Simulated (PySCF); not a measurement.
PySCF input for C2H7NSi2, SMILES C[Si@@H]1N=C[SiH2]1, TDA-CAM-B3LYP/def2-SVPD. The structure is a stationary point at B3LYP-D3(BJ)/def2-SVP. The structure was generated by enumeration; whether it is a known compound was not checked.

```python
import numpy as np
from pyscf import gto, scf, dft, tdscf

mol = gto.M(
    atom='''
    C     2.22180467    0.82269742   -0.03182153
    Si    0.77163109   -0.30539145   -0.41654600
    N    -0.58419017    0.56210776   -1.25416220
    C    -1.57676202    0.43495816   -0.44116505
    Si   -1.00633935   -0.57536971    1.10709755
    H     2.68687362    1.17444390   -0.96727813
    H     1.89284126    1.70140082    0.54372534
    H     2.98822572    0.28881761    0.55294215
    H     1.23454192   -1.48138371   -1.21094761
    H    -2.56086878    0.87986029   -0.69332571
    H    -1.69747471   -1.88503649    1.32033120
    H    -1.03914823    0.17186614    2.40388618
    ''',
    basis='def2-SVPD',
    charge=0,
    spin=0,
    max_memory=1600,
    verbose=4,
)
mf = dft.RKS(mol, xc='cam-b3lyp').density_fit(auxbasis='def2-universal-jkfit')
mf.grids.level = 3
mf.conv_tol = 1e-9
mf.max_cycle = 100
mf.kernel()
mf.grids = dft.Grids(mol).set(level=1).build(with_non0tab=True)  # coarser grid for the response kernel
td = tdscf.TDA(mf)
td.singlet = True
td.nstates = 10
td.conv_tol = 1e-4
td.positive_eig_threshold = 1e-6
td.kernel(x0=td.get_init_guess(mf, 15))
td.analyze()
tt = tdscf.TDA(mf)
tt.singlet = False
tt.nstates = 4
tt.conv_tol = 1e-4
tt.positive_eig_threshold = 1e-6
tt.kernel(x0=tt.get_init_guess(mf, 9))
tt.analyze(verbose=3)
```

Log of the run:

```
PySCF version 2.14.0

[INPUT] verbose = 4
[INPUT] num. atoms = 12
[INPUT] num. electrons = 54
[INPUT] charge = 0
[INPUT] spin (= nelec alpha-beta = 2S) = 0
[INPUT] symmetry False subgroup None
[INPUT] Mole.unit = angstrom
[INPUT] Symbol           X                Y                Z      unit          X                Y                Z       unit  Magmom
[INPUT]  1 C      2.221804670000   0.822697420000  -0.031821530000 AA    4.198602328580   1.554672807186  -0.060133976565 Bohr   0.0
[INPUT]  2 Si     0.771631090000  -0.305391450000  -0.416546000000 AA    1.458171429300  -0.577106201284  -0.787157858283 Bohr   0.0
[INPUT]  3 N     -0.584190170000   0.562107760000  -1.254162200000 AA   -1.103959425963   1.062229718893  -2.370023073782 Bohr   0.0
[INPUT]  4 C     -1.576762020000   0.434958160000  -0.441165050000 AA   -2.979648381416   0.821951798045  -0.833681120230 Bohr   0.0
[INPUT]  5 Si    -1.006339350000  -0.575369710000   1.107097550000 AA   -1.901705759873  -1.087291172270   2.092111162677 Bohr   0.0
[INPUT]  6 H      2.686873620000   1.174443900000  -0.967278130000 AA    5.077455273119   2.219377319666  -1.827890751981 Bohr   0.0
[INPUT]  7 H      1.892841260000   1.701400820000   0.543725340000 AA    3.576951578677   3.215181577910   1.027491979586 Bohr   0.0
[INPUT]  8 H      2.988225720000   0.288817610000   0.552942150000 AA    5.646928209181   0.545786182851   1.044909226228 Bohr   0.0
[INPUT]  9 H      1.234541920000  -1.481383710000  -1.210947610000 AA    2.332946118095  -2.799409497292  -2.288359334097 Bohr   0.0
[INPUT] 10 H     -2.560868780000   0.879860290000  -0.693325710000 AA   -4.839340635149   1.662694975980  -1.310195707020 Bohr   0.0
[INPUT] 11 H     -1.697474710000  -1.885036490000   1.320331200000 AA   -3.207762305276  -3.562202700911   2.495064361718 Bohr   0.0
[INPUT] 12 H     -1.039148230000   0.171866140000   2.403886180000 AA   -1.963705557527   0.324779934686   4.542686514827 Bohr   0.0

nuclear repulsion = 270.378105209509
number of shells = 72
number of NR pGTOs = 244
number of NR cGTOs = 164
basis = def2-SVPD
ecp = {}


******** <class 'pyscf.df.df_jk.DFRKS'> ********
method = DFRKS
initial guess = minao
damping factor = 0
level_shift factor = 0
DIIS = <class 'pyscf.scf.diis.CDIIS'>
diis_start_cycle = 1
diis_space = 8
diis_damp = 0
SCF conv_tol = 1e-09
SCF conv_tol_grad = None
SCF max_cycles = 100
direct_scf = False
XC library pyscf.dft.libxc version 7.1.2
    S. Lehtola, C. Steigemann, M. J. T. Oliveira, and M. A. L. Marques,  SoftwareX 7, 1–5 (2018)
XC functionals = cam-b3lyp
    T. Yanai, D. P. Tew, and N. C. Handy,  Chem. Phys. Lett. 393, 51 (2004)
radial grids:
    Treutler-Ahlrichs [JCP 102, 346 (1995); DOI:10.1063/1.469408] (M4) radial grids

becke partition: Becke, JCP 88, 2547 (1988); DOI:10.1063/1.454033
pruning grids: <function nwchem_prune>
grids dens level: 3
symmetrized grids: False
atomic radii adjust function: <function treutler_atomic_radii_adjust>
small_rho_cutoff = 0
Set gradient conv threshold to 3.16228e-05
Initial guess from minao.
tot grids = 149160
******** <class 'pyscf.df.df.DF'> ********
auxbasis = def2-universal-jkfit
Create RSH-DF object <pyscf.df.df.DF object> for omega=0.33
******** <class 'pyscf.df.df.DF'> ********
auxbasis = auxmol.basis = def2-universal-jkfit
init E= -714.042996264379
  HOMO = -0.261290893595344  LUMO = -0.0897138370681625  gap/eV = 4.66885
cycle= 1 E= -713.741938198307  delta_E= 0.301  |g|= 0.431  |ddm|=  4.7
  HOMO = -0.224085127018649  LUMO = 0.0128273762097968  gap/eV = 6.44672
cycle= 2 E= -713.706138755679  delta_E= 0.0358  |g|= 0.613  |ddm|= 2.52
  HOMO = -0.295307411392487  LUMO = 0.00183016968735794  gap/eV = 8.08553
cycle= 3 E= -713.791875094037  delta_E= -0.0857  |g|= 0.0668  |ddm|= 1.54
  HOMO = -0.292393792461643  LUMO = 0.00327381743124056  gap/eV = 8.04553
cycle= 4 E= -713.792869768073  delta_E= -0.000995  |g|= 0.0326  |ddm|= 0.145
  HOMO = -0.293865104188005  LUMO = 0.00468539857680206  gap/eV = 8.12397
cycle= 5 E= -713.793148898813  delta_E= -0.000279  |g|= 0.00376  |ddm|= 0.0504
  HOMO = -0.294221838457449  LUMO = 0.00444007088635878  gap/eV = 8.12700
cycle= 6 E= -713.793154367799  delta_E= -5.47e-06  |g|= 0.00137  |ddm|= 0.0126
  HOMO = -0.294150786472099  LUMO = 0.00452693945543192  gap/eV = 8.12743
cycle= 7 E= -713.793155071761  delta_E= -7.04e-07  |g|= 0.000479  |ddm|= 0.00383
  HOMO = -0.294205381853633  LUMO = 0.00451773780465281  gap/eV = 8.12867
cycle= 8 E= -713.793155168741  delta_E= -9.7e-08  |g|= 0.000102  |ddm|= 0.00186
  HOMO = -0.294227733358653  LUMO = 0.0045017588880758  gap/eV = 8.12884
cycle= 9 E= -713.793155172381  delta_E= -3.64e-09  |g|= 4.68e-05  |ddm|= 0.000414
  HOMO = -0.294223141732711  LUMO = 0.00450977172590195  gap/eV = 8.12894
cycle= 10 E= -713.793155173174  delta_E= -7.93e-10  |g|= 7.12e-06  |ddm|= 0.000118
  HOMO = -0.294225476838294  LUMO = 0.00450747320261069  gap/eV = 8.12894
Extra cycle  E= -713.793155173197  delta_E= -2.24e-11  |g|= 5.68e-06  |ddm|= 4.59e-05
converged SCF energy = -713.793155173197
tot grids = 45608
Overwritten attributes  positive_eig_threshold  of <class 'pyscf.tdscf.rks.TDA'>


******** <class 'pyscf.tdscf.rks.TDA'> for <class 'pyscf.df.df_jk.DFRKS'> ********
nstates = 10 singlet
deg_eia_thresh = 1.000e-03
wfnsym = None
conv_tol = 0.0001
eigh lindep = 1e-12
eigh level_shift = 0
eigh max_cycle = 100


Excitation energies (eV)
[3.6873705  5.39275825 5.61289348 6.05625137 6.15927039 6.6027228
 6.69604835 6.92456315 7.08899107 7.40101037]

** Singlet excitation energies and oscillator strengths **
Excited State   1:      3.68737 eV    336.24 nm  f=0.0001
      27 -> 28        0.69257
Excited State   2:      5.39276 eV    229.91 nm  f=0.0001
      26 -> 28       -0.69545
Excited State   3:      5.61289 eV    220.89 nm  f=0.0032
      27 -> 29        0.67735
Excited State   4:      6.05625 eV    204.72 nm  f=0.0051
      27 -> 30        0.38224
      27 -> 31        0.53307
      27 -> 32       -0.15184
Excited State   5:      6.15927 eV    201.30 nm  f=0.0092
      27 -> 30        0.43963
      27 -> 31       -0.36908
      27 -> 32       -0.29444
      27 -> 33        0.23632
Excited State   6:      6.60272 eV    187.78 nm  f=0.0047
      26 -> 29        0.29082
      26 -> 30       -0.14929
      27 -> 30       -0.28304
      27 -> 31        0.10517
      27 -> 32       -0.52034
Excited State   7:      6.69605 eV    185.16 nm  f=0.0378
      25 -> 28       -0.17443
      26 -> 29        0.18181
      26 -> 30       -0.47485
      26 -> 31       -0.27113
      26 -> 32        0.16544
      27 -> 32        0.24214
Excited State   8:      6.92456 eV    179.05 nm  f=0.1835
      25 -> 28        0.20557
      26 -> 29        0.53981
      26 -> 30        0.19335
      26 -> 31        0.12525
      27 -> 30        0.16720
      27 -> 32        0.16382
      27 -> 35       -0.11951
Excited State   9:      7.08899 eV    174.90 nm  f=0.0829
      26 -> 30       -0.29528
      26 -> 31        0.57003
      26 -> 32        0.10298
      26 -> 33       -0.17535
Excited State  10:      7.40101 eV    167.52 nm  f=0.0885
      25 -> 28        0.18264
      26 -> 29       -0.15975
      26 -> 32        0.52898
      27 -> 33        0.18680
      27 -> 34        0.19634
      27 -> 35       -0.18350
      27 -> 36       -0.11350

** Transition electric dipole moments (AU) **
state          X           Y           Z        Dip. S.      Osc.
  1         0.0074      0.0343      0.0125      0.0014      0.0001
  2         0.0250     -0.0067     -0.0110      0.0008      0.0001
  3        -0.1396      0.0575      0.0254      0.0234      0.0032
  4        -0.1464      0.0996     -0.0542      0.0343      0.0051
  5        -0.2086     -0.1300     -0.0160      0.0607      0.0092
  6         0.1656      0.0003     -0.0401      0.0290      0.0047
  7         0.3241     -0.1579      0.3166      0.2302      0.0378
  8        -0.6144     -0.0424      0.8381      1.0817      0.1835
  9         0.3840      0.5742     -0.0095      0.4773      0.0829
 10         0.6452      0.0075     -0.2682      0.4882      0.0885

** Transition velocity dipole moments (imaginary part, AU) **
state          X           Y           Z        Dip. S.      Osc.
  1        -0.0005     -0.0020     -0.0027      0.0000      0.0001
  2         0.0014     -0.0139     -0.0084      0.0003      0.0009
  3        -0.0282      0.0063      0.0012      0.0008      0.0027
  4        -0.0272      0.0116     -0.0202      0.0013      0.0038
  5        -0.0283     -0.0129      0.0090      0.0011      0.0031
  6         0.0382      0.0018     -0.0272      0.0022      0.0061
  7         0.0691     -0.0272      0.0393      0.0071      0.0191
  8        -0.1392     -0.0408      0.1566      0.0456      0.1193
  9         0.0783      0.0658     -0.0349      0.0117      0.0299
 10         0.0865     -0.0046     -0.0325      0.0086      0.0210

** Transition magnetic dipole moments (imaginary part, AU) **
state          X           Y           Z
  1         0.9332     -0.0763     -0.4566
  2         0.0936     -0.1310     -0.1064
  3         0.5361      1.3934      0.7751
  4        -0.2179     -0.7014     -0.3157
  5        -0.1351      0.0506     -0.0122
  6         0.2158      0.2754      0.1023
  7        -0.4161     -1.3870     -0.7875
  8         0.6959      0.6733      0.5121
  9         0.5845     -0.3355     -0.4310
 10         0.0909      0.0530     -0.2227


******** <class 'pyscf.tdscf.rks.TDA'> for <class 'pyscf.df.df_jk.DFRKS'> ********
nstates = 4 triplet
deg_eia_thresh = 1.000e-03
wfnsym = None
conv_tol = 0.0001
eigh lindep = 1e-12
eigh level_shift = 0
eigh max_cycle = 100


Excitation energies (eV)
[2.92671933 4.74342632 5.1261766  5.37815176]

** Triplet excitation energies and oscillator strengths **
Excited State   1:      2.92672 eV    423.63 nm  f=0.0000
Excited State   2:      4.74343 eV    261.38 nm  f=0.0000
Excited State   3:      5.12618 eV    241.86 nm  f=0.0000
Excited State   4:      5.37815 eV    230.53 nm  f=0.0000
```

Self-consistency was reached.

Cost: very roughly 5 core-minutes.
